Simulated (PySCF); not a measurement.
C₃H₄ClFSi, SMILES C(Cl)([SiH3])=C=CF. Geometry: B3LYP-D3(BJ)/def2-SVP. The structure was generated by enumeration, and PubChem lists no compound with its InChIKey, so it may never have been made.

Computed equilibrium geometry at B3LYP-D3(BJ)/def2-SVP (PySCF confirms it by a frequency run) as bond lengths and angles:
Atoms: F1 C2 C3 C4 Si5 Cl6 H7 H8 H9 H10. Bonds (Å): F1–C2 1.340, C2–C3 1.312, C2–H7 1.095, C3–C4 1.308, C4–Si5 1.891, C4–Cl6 1.776, Si5–H8 1.488, Si5–H9 1.488, Si5–H10 1.489. Bond angles (°): F1–C2–C3 123.3, F1–C2–H7 112.9, C3–C2–H7 123.8, C2–C3–C4 176.8, C3–C4–Si5 125.2, C3–C4–Cl6 120.9, Si5–C4–Cl6 113.9, C4–Si5–H8 108.8, C4–Si5–H9 108.7, C4–Si5–H10 108.6, H8–Si5–H9 110.7, H8–Si5–H10 109.4, H9–Si5–H10 110.6.
Charge 0, spin multiplicity 1.
